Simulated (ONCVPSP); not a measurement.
**sulfur (S): ONCV pseudisation with LDA (Perdew-Wang 92), scalar-relativistic reference atom.**

sulfur (S), optimised norm-conserving Vanderbilt (ONCV), made with ONCVPSP 4.0.1 (LDA (Perdew-Wang 92), scalar-relativistic). Core [He], reference 2s2 2p6 3s2 3p2 (charge +2). Waves: 2s+3s: rc 0.70 bohr, ncon 5, nbas 8, qcut 16.6 1/bohr, 2 projectors; 2p+3p: rc 0.75 bohr, ncon 4, nbas 7, qcut 17.7 1/bohr, 3 projectors, debl 3.1 Ha. Local part: polynomial inside 0.60 bohr (lpopt 3, dvloc0 0 Ha). Core correction: Teter function fitted to the true core (icmod 2), fcfact 0.4.

All-electron outer shells of the reference configuration (LDA (PZ), scalar-relativistic, ld1.x):

```tsv
shell	level (eV)	outermost node (bohr)	outermost maximum (bohr)
1s	-2423.67	–	0.06
2s	-236.48	0.13	0.39
2p	-182.29	–	0.33
3s	-39.40	0.60	1.37
3p	-28.08	0.57	1.50
```

Results:

| Item | Value |
| --- | --- |
| Cutoffs needed | 135 Ha and 150 Ha (the cutoffs (Ha) at which the residual kinetic energy of the hardest occupied pseudo-wave falls to 1 and 0.1 mHa per electron) |
| Ghost test | no bound ghost flagged; no localised positive-energy state flagged |
| Largest excitation error | +6.2 meV (all-electron minus pseudo) for 2s2 2p6 3s1 3p5, out of 4 test configurations |
| rms error of d²Exc/dni dnj | 2.75 mHa without and 1.99 mHa with the model core |

Generation and tests took about 3 s on one core of a shared server CPU.
